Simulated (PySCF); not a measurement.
C4H12O3Si, SMILES CCCC[Si](O)(O)O.

Coordinates come from a r2SCAN-D4/def2-SVP optimisation. Other conformers were not sampled.

Two levels are set side by side: PBE/def2-SVP (PySCF) and PBE0/def2-SVP (PySCF). Same geometry, gas phase. Differences are taken from unrounded values.

```
quantity                      PBE0    PBE  PBE minus PBE0
---------------------------  -----  -----  --------------
orbital gap (eV)              9.28   6.84           -2.44
highest occupied level (eV)  -8.05  -6.54            1.51
lowest empty level (eV)       1.23   0.30           -0.92
dipole moment (D)             1.46   1.41           -0.04
mean polarisability (bohr³)   71.9   75.0             3.1
```

PBE's occupied levels lie high since its potential decays too fast outside the molecule; exact exchange lowers them and widens the gap. PBE's more diffuse valence density responds more strongly to a field. Differences between two approximate levels are no errors against the true value.

Rough cost on one machine, each run with all the roots and properties that it gave: PBE0 against PBE within a factor of 2.
